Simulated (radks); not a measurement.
Results of a calculation; reference values are marked as such.
All-electron atom: the lutetium ion Lu2+ in [Xe] 4f14 6s1. Code: a radial shooting solver on a logarithmic mesh with Libxc functionals. Model: scalar-relativistic Kohn-Sham, BLYP, spin-unpolarised, spherical densities, finite nucleus; Fermi nuclear charge, rms radius 5.37 fm.

Local quantities along the radius. ELF = 1/(1 + alpha^2) is the electron localisation function; alpha = (tau - tau_W)/tau_unif compares the Pauli kinetic energy density with that of the uniform gas; r v_xc is r times the local exchange-correlation potential (hartree bohr). tau is taken from the large components.

r (bohr),ELF,alpha,r v_xc
0.0007045,0.999,0.02286,-0.1133
0.0009547,0.999,0.02340,-0.1263
0.001294,0.999,0.02464,-0.1447
0.00174,0.999,0.02679,-0.1690
0.002358,0.999,0.03050,-0.2015
0.003195,0.999,0.03673,-0.2421
0.00433,0.998,0.04747,-0.2908
0.005869,0.996,0.06720,-0.3461
0.007891,0.989,0.1052,-0.4029
0.01069,0.965,0.1910,-0.4580
0.01449,0.863,0.3987,-0.5020
0.01964,0.570,0.8693,-0.5313
0.02662,0.337,1.404,-0.5601
0.03608,0.437,1.136,-0.6518
0.04851,0.687,0.6755,-0.7993
0.06574,0.720,0.6234,-0.8930
0.08909,0.445,1.117,-0.9018
0.1207,0.390,1.250,-0.9696
0.1636,0.692,0.6676,-1.183
0.22,0.632,0.7624,-1.188
0.2982,0.253,1.716,-1.062
0.4041,0.599,0.8187,-1.328
0.5477,0.688,0.6736,-1.407
0.7422,0.422,1.170,-1.239
0.9979,0.392,1.244,-1.143
1.352,0.564,0.8784,-1.079
1.833,0.372,1.300,-0.8730
2.484,0.100,2.995,-0.6894
3.367,0.238,1.790,-0.5614
4.526,0.778,0.5340,-0.4540
6.134,0.935,0.2634,-0.2887
8.314,0.878,0.3730,-0.1676

On this mesh the ELF has minima near r = 0.027, 0.10, 0.30, 0.86, 2.5 bohr, which separate the shells, and maxima near 0.056 (0.74), 0.19 (0.73), 0.47 (0.71), 1.4 (0.56), 6.1 (0.94).
